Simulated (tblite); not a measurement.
Species: C₆H₁₀ClFGe.
SMILES with atom numbers: `[CH2:1]=[CH:2][C@@:3]1([Cl:4])[GeH2:5][CH2:6][CH2:7][C@@H:8]1[F:9]` (hydrogens: H10, H11 on C1; H12 on C2; H13, H14 on Ge5; H15, H16 on C6; H17, H18 on C7; H19 on C8)

Computed with GFN2-xTB (tblite), gas phase: L-BFGS steps from a force-field or distance-geometry start until the largest atomic force falls under 0.01 eV/Å.

Step 55: E = -792.1761 eV
```
atom  x, y, z in Å  |  force x, y, z in eV/Å
C1      2.9641   -0.0237   -0.8250   -0.156   0.037  -0.020
C2      1.6575    0.1994   -0.8369    0.058  -0.106   0.011
C3      0.6597   -0.2613    0.1656   -0.002  -0.102   0.049
Cl4     1.4243   -1.3215    1.3861    0.021   0.055   0.012
Ge5    -0.2685    1.1621    1.2618    0.057   0.009  -0.033
C6     -2.0182    0.3474    0.8683   -0.060   0.006   0.062
C7     -1.7850   -0.1794   -0.5412    0.034  -0.049  -0.014
C8     -0.5109   -1.0281   -0.5084   -0.015  -0.109  -0.027
F9     -0.8232   -2.1639    0.2232    0.091   0.208  -0.227
H10     3.5971    0.3531   -1.6114   -0.037   0.029   0.023
H11     3.4648   -0.5877   -0.0509   -0.187   0.090  -0.079
H12     1.2005    0.7662   -1.6465    0.069  -0.035   0.086
H13    -0.1634    2.5182    0.5896    0.067  -0.049   0.090
H14     0.1862    1.2264    2.6910    0.054   0.016  -0.067
H15    -2.2145   -0.4902    1.5336   -0.020  -0.029   0.100
H16    -2.8709    1.0156    0.9114   -0.078   0.089  -0.020
H17    -1.6669    0.6588   -1.2323    0.089  -0.099  -0.085
H18    -2.6216   -0.7988   -0.8729    0.072   0.007  -0.061
H19    -0.2211   -1.3836   -1.5126   -0.056   0.029   0.199
```

Step 56: E = -792.1804 eV
```
atom  x, y, z in Å  |  force x, y, z in eV/Å
C1      2.9591   -0.0182   -0.8155    0.036  -0.023  -0.066
C2      1.6564    0.1904   -0.8338   -0.125  -0.012   0.041
C3      0.6580   -0.2631    0.1633   -0.107  -0.052   0.114
Cl4     1.4017   -1.3201    1.3910    0.108   0.000   0.081
Ge5    -0.2699    1.1674    1.2552    0.118  -0.064  -0.073
C6     -2.0177    0.3489    0.8722   -0.038  -0.032  -0.003
C7     -1.7834   -0.1852   -0.5385   -0.106   0.063   0.017
C8     -0.5071   -1.0279   -0.5156   -0.106   0.098  -0.015
F9     -0.8165   -2.1638    0.1960    0.036  -0.095  -0.013
H10     3.5886    0.3533   -1.6011    0.064   0.094  -0.083
H11     3.4554   -0.5772   -0.0448   -0.053  -0.036   0.107
H12     1.2058    0.7550   -1.6404   -0.040   0.057  -0.071
H13    -0.1607    2.5179    0.5849    0.061   0.014   0.054
H14     0.2063    1.2250    2.6723    0.056   0.029   0.009
H15    -2.2025   -0.4892    1.5405   -0.060  -0.006   0.103
H16    -2.8698    1.0209    0.9168   -0.037   0.000  -0.032
H17    -1.6701    0.6554   -1.2269    0.064  -0.098  -0.121
H18    -2.6218   -0.8084   -0.8647    0.120   0.051  -0.057
H19    -0.2218   -1.3720   -1.5183    0.010   0.010   0.007
```

**Question.** Estimate the geometry and energy of step 57. (The exact step hangs on the optimiser's Hessian estimate; all steps are aligned on step 56, rigid shifts and turns removed.)

**Answer.** E = -792.1840 eV, largest force 0.143 eV/Å
```
atom  x, y, z in Å  |  force x, y, z in eV/Å
C1      2.9591   -0.0175   -0.8204    0.015  -0.025  -0.029
C2      1.6550    0.1924   -0.8314   -0.090  -0.006   0.012
C3      0.6588   -0.2678    0.1681   -0.065  -0.040   0.053
Cl4     1.4132   -1.3252    1.3901    0.073   0.007   0.058
Ge5    -0.2672    1.1635    1.2559    0.058  -0.058  -0.039
C6     -2.0193    0.3502    0.8696   -0.035  -0.021   0.009
C7     -1.7832   -0.1819   -0.5411   -0.046   0.018   0.013
C8     -0.5094   -1.0301   -0.5101   -0.077   0.035  -0.009
F9     -0.8240   -2.1619    0.2105    0.045  -0.024  -0.060
H10     3.5876    0.3647   -1.6042    0.021   0.063  -0.041
H11     3.4599   -0.5839   -0.0541   -0.101   0.014   0.032
H12     1.2022    0.7662   -1.6336   -0.014   0.011  -0.007
H13    -0.1576    2.5123    0.5833    0.068   0.017   0.052
H14     0.2019    1.2258    2.6760    0.056   0.025  -0.002
H15    -2.2078   -0.4897    1.5366   -0.049   0.022   0.077
H16    -2.8718    1.0222    0.9125   -0.022   0.007  -0.024
H17    -1.6650    0.6547   -1.2339    0.072  -0.089  -0.086
H18    -2.6212   -0.8025   -0.8707    0.099   0.028  -0.055
H19    -0.2214   -1.3826   -1.5105   -0.008   0.017   0.044
```

The energy changes by -0.0036 eV. The first-order estimate −F·Δx gives -0.0049 eV and the mean of the old and new forces, exact on a quadratic surface, -0.0036 eV. The step makes an angle of 76° with the force vector and moves no atom by more than 0.016 Å.

The cost below is that of the whole relaxation. The run took 4.6 s wall on an Intel Xeon at 2.50 GHz with one thread, no GPU, on a shared host.
